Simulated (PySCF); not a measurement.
## Radial density of Cu²⁺ (copper, charge +2)

M06-L, [Ar] 3d9, 2D determinant. Computed with PySCF 2.14 in x2c-SVPall, with scalar relativity by spin-free X2C-1e.

| r (bohr) | 4πr²ρ (e/bohr) | 4πr²(ρα − ρβ) |
| --- | --- | --- |
| 0.000792 | 0.1787 | 0.0000 |
| 0.00133 | 0.4861 | 0.0000 |
| 0.00224 | 1.252 | 0.0000 |
| 0.00377 | 2.989 | 0.0000 |
| 0.00634 | 6.852 | 0.0000 |
| 0.0107 | 14.30 | 0.0001 |
| 0.0179 | 25.42 | 0.0001 |
| 0.0302 | 34.56 | 0.0002 |
| 0.0508 | 32.47 | 0.0006 |
| 0.0854 | 28.18 | 0.0060 |
| 0.144 | 39.03 | 0.0567 |
| 0.242 | 30.29 | 0.2983 |
| 0.406 | 17.77 | 0.8949 |
| 0.683 | 21.82 | 1.1282 |
| 1.15 | 7.970 | 0.5244 |
| 1.93 | 0.9115 | 0.0518 |
| 3.25 | 0.04765 | 0.0005 |
| 5.47 | 2.327e-05 | 0.0000 |

Densities and radii are taken from the X2C orbitals without a picture-change correction, which distorts them close to the nucleus.
